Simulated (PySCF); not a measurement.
# How methods differ on the excitation energy of Rh⁺

Rh⁺ [Kr] 4d8 (3F) → Rh⁺ [Kr] 4d7 5p1 (high-spin determinant), as a difference of total energies. All numbers are calculated (PySCF 2.14, scalar relativity through the core potential, in aug-cc-pwCVDZ-PP with ECP28MDF). Correlated levels: valence and next inner shell: nothing frozen outside the core potential. The calculations carry no spin-orbit coupling.

```csv
method,excitation energy (eV)
UHF,6.016
MP2 (valence and next inner shell),6.987
SCS-MP2 (valence and next inner shell),7.053
CCSD (valence and next inner shell),6.749
CCSD(T) (valence and next inner shell),6.786
```

Problem. How much does correlation contribute at CCSD(T) (valence and next inner shell)?

Solution. 6.786 − (6.016) = 0.770 eV, measured against UHF.

The determinant of the upper state mixes LS terms, which raises its energy above the lowest term, most at the Hartree-Fock and MP2 levels.
